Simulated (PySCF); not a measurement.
# C₆ coefficients of unlike pairs at PBE

Calculated with PySCF 2.14 from the dipole response of each species, C₆(A,B) = (3/π) ∫ α_A(iu) α_B(iu) du, in atomic units, from isotropic polarisabilities. For ions this is the dispersion term alone; charge-induced terms of lower order in 1/R come first.

```json
{"species": "Fe⁺", "configuration": "[Ar] 3d6 4s1 (6D)", "basis": "aug-cc-pwCVTZ (10s9p7d4f3g)", "relativity": "none", "α (bohr³)": "25.57", "C₆ (like pair)": "127.3"}
{"species": "Br", "configuration": "[Ar] 3d10 4s2 4p5 (2P)", "basis": "aug-cc-pVTZ-PP with ECP10MDF (6s5p4d2f)", "relativity": "core potential", "α (bohr³)": "22.24", "C₆ (like pair)": "181.4"}
{"species": "In", "configuration": "[Kr] 4d10 5s2 5p1 (2P)", "basis": "aug-cc-pVTZ-PP with ECP28MDF (6s5p4d2f)", "relativity": "core potential", "α (bohr³)": "80.35", "C₆ (like pair)": "814.4"}
{"species": "Br⁺", "configuration": "[Ar] 3d10 4s2 4p4 (3P)", "basis": "def2-QZVPPD (12s8p5d4f1g)", "relativity": "none", "α (bohr³)": "12.78", "C₆ (like pair)": "80.00"}
```

Estimate C₆ for Br with Fe⁺.

The integral gives 147.2. The combination rule 2 C_A C_B / (C_A α_B/α_A + C_B α_A/α_B) gives 144.7 and the geometric mean 152.0.

No spin-orbit coupling is included.

The other pairs:

```
    pair     C₆
  In, Br  352.2
 Br⁺, In  221.4
Br⁺, Fe⁺  94.64
 In, Fe⁺  316.7
 Br⁺, Br  119.4
```
